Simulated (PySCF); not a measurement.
Ligands exchanged one at a time, In F-CH3. Isolated molecules, 0 K electronic values unless said otherwise. Strings in code marks are SMILES.

All values below come from PySCF with PBE-D3(BJ)/def2-TZVP // B3LYP-D3(BJ)/def2-TZVP. Excitations are Tamm–Dancoff values on a coarser integration grid. The basis has no diffuse functions, so Rydberg states are missing or too high.

```
species                                             HOMO (eV)  brightest of the four lowest singlets (TDA) (eV)  T1 excitation (TDA) (eV)  dipole moment (D)  S1 excitation (TDA) (eV)  S1 oscillator strength
--------------------------------------------------  ---------  ------------------------------------------------  ------------------------  -----------------  ------------------------  ----------------------
0 of 3 F replaced by CH3 (`[F][In]([F])[F]`)            -9.19                                                 –                      4.48               0.00                      4.97                   0.000
1 of 3 F replaced by CH3 (`[CH3][In]([F])[F]`)          -7.73                                              5.54                      4.67               4.52                      5.54                   0.080
2 of 3 F replaced by CH3 (`[CH3][In]([CH3])[F]`)        -6.48                                              5.76                      4.62               3.59                      4.80                   0.000
3 of 3 F replaced by CH3 (`[CH3][In]([CH3])[CH3]`)      -5.84                                              5.71                      4.08               0.00                      4.30                   0.000
```
